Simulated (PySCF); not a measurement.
A structure optimised at r2SCAN-D4/def2-SVP, used in a PySCF frequency run:

```
Sb
F 1 1.8631
F 1 1.8631 2 109.47
F 1 1.8631 2 109.47 3 120.00
F 1 1.8631 2 109.47 3 -120.00
```
Charge +1, spin multiplicity 1.

Task: Write its SMILES, formula and point group.

Result: [F][Sb+]([F])([F])[F], F4Sb, Td

Task: What are its rotational constants (standard atomic weights)?

Result: 2.8740, 2.8740, 2.8740 GHz
